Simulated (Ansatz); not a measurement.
```yaml
crystal:
  periodic: [false, false, false]
  atoms:
    - {symbol: O, position_ang: [-1.643356, 0.482704, -0.074204]}
    - {symbol: B, position_ang: [-0.311434, 0.690808, 0.066455]}
    - {symbol: Al, position_ang: [0.985766, -1.019241, 0.010389]}
    - {symbol: F, position_ang: [1.958850, -1.186163, -1.323218]}
    - {symbol: H, position_ang: [-2.168420, 1.289048, -0.046925]}
    - {symbol: H, position_ang: [0.070338, 1.828398, 0.215689]}
    - {symbol: H, position_ang: [1.169456, -2.153552, 1.106114]}
basis:
  gaussian: {orbitals: "6-31G*"}
magnetization: {spin_polarized: true, initial_magnetization: 1}
hamiltonian: {xc: {name: wPBEh}}
output: {forces: true}
```

```sh
$ ansatz run in.yaml --threads 2 --pin off --events-out ev --progress --plain --max-ram 4352MiB
```

Shortened log:

```
Error: a molecule whose nuclei and cores have a total charge of 38 cannot have a net charge of 0 together with 1 unpaired electrons
```

**Question.** What is wrong with this run?

**Answer.** The number of unpaired electrons doesn't fit the electron count. The input was rejected before any iteration.
